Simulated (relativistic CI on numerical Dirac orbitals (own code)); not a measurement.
## Sensitivity of the levels of Hg⁴⁹⁺ to α and to the nuclear radius

Method of calculation: Dirac-Coulomb-Breit CI, separate exchange-only KLI orbitals for each configuration, derivatives by finite differences, unscaled Slater integrals, QED left out (own radial code, finite nucleus).

Configuration list (outside the closed core [Ar] 3d10): 4s2 4p, 4s 4p2, 4s2 4d, 4p3, 4s2 4f, 4s 4p 4d, 4s 4p 4f, 4p 4d2. Levels of other configurations are missing.

With x = (α/α₀)² − 1 an excitation energy changes as ω = ω₀ + qx; K = 2q/ω₀ is the relative enhancement. Terms are leading LS components, so labels can repeat. The field-shift factor is F = δν/δ⟨r²⟩ for the transition from the lowest level.

Lowest level 4s2 4p 2P°_1/2.

```csv
Level,ω₀ (cm⁻¹),q (cm⁻¹),F (GHz/fm²)
4s 4p2 4P_1/2,932542,199600,-3850
4s2 4p 2P°_3/2,1198790,1.514e+06,-347
4s 4p2 4P_3/2,1998954,1.69e+06,-4150
4s 4p2 2D_5/2,2082698,1.698e+06,-4120
4s 4p2 2D_3/2,2203309,1.695e+06,-4000
4s 4p2 2P_1/2,2228887,1.684e+06,-4170
4s2 4d 2D_3/2,2700137,1.599e+06,-503
4s2 4d 2D_5/2,2926590,1.924e+06,-565
4p3 2P°_3/2,3108302,1.885e+06,-7790
4s 4p2 4P_5/2,3268441,3.118e+06,-4250
4s 4p 4d 4F°_3/2,3403943,1.761e+06,-4180
4s 4p2 2S_1/2,3424040,3.197e+06,-4480
4s 4p2 2P_3/2,3462604,3.186e+06,-4450
```

At this charge energies of transitions that change n are usually good to better than 1 %, and those within a shell (Δn = 0) to a few per cent.

Problem. Which transition from the lowest level has the largest |K|?

Solution. 4s2 4p 2P°_3/2 at 1198790 cm⁻¹, K = 2.53.
